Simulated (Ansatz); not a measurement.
Stepwise reaction of `[SiH3][GeH2][SiH2][GeH2][SiH3]` with hydrogen fluoride, as a gas-phase model of exchange steps in deposition or etching. ΔE in kJ/mol.

Isolated molecules relaxed with PBE0-D4/def2-TZVP in Ansatz; ΔE leaves out vibrations. CCSD(T)/CBS is the MP2 limit (def2-TZVPP, def2-QZVPP) plus CCSD(T) − MP2 in def2-TZVPP, frozen cores. This one scheme is used for every species. DFT in def2-TZVPP. B3LYP here is the variant with VWN-RPA as its local correlation; programs differ in this. For Ge outer-core shells are correlated without core-valence functions, which leaves a few kJ/mol of doubt a bond. Scalar relativity is left out up to krypton. Each species was taken in one conformer, which may not be the lowest.

```csv
step,reaction,PBE-D4,B3LYP-D4,ωB97M-V,CCSD(T)/CBS
2,`F[SiH2][GeH2][SiH3]` + H–F → `F[SiH2]F` + `[SiH3][GeH3]`,-118.4,-137.7,-142.0,-135.8
```

**Question.** Give the row of step 1, `[SiH3][GeH2][SiH2][GeH2][SiH3]` + H–F → `F[SiH2][GeH2][SiH3]` + `[SiH3][GeH3]`. (Estimate.)

**Answer.** Ansatz gave: 
| step | reaction | PBE-D4 | B3LYP-D4 | ωB97M-V | CCSD(T)/CBS |
| --- | --- | --- | --- | --- | --- |
| 1 | `[SiH3][GeH2][SiH2][GeH2][SiH3]` + H–F → `F[SiH2][GeH2][SiH3]` + `[SiH3][GeH3]` | -71.3 | -90.7 | -93.6 | -83.3 |

**Question.** By hand: ΔE of the 2 steps together at CCSD(T)/CBS.

**Answer.** (-83.3) + (-135.8) = -219.1 kJ/mol, or -109.6 kJ/mol a step.

In ΔE each step is lower than the one before. All are downhill at CCSD(T)/CBS. PBE-D4 differs from CCSD(T)/CBS by 12.0 to 17.4 kJ/mol a step. Isolated molecules leave out the surface, adducts and barriers. Largest T1 diagnostic: 0.012.
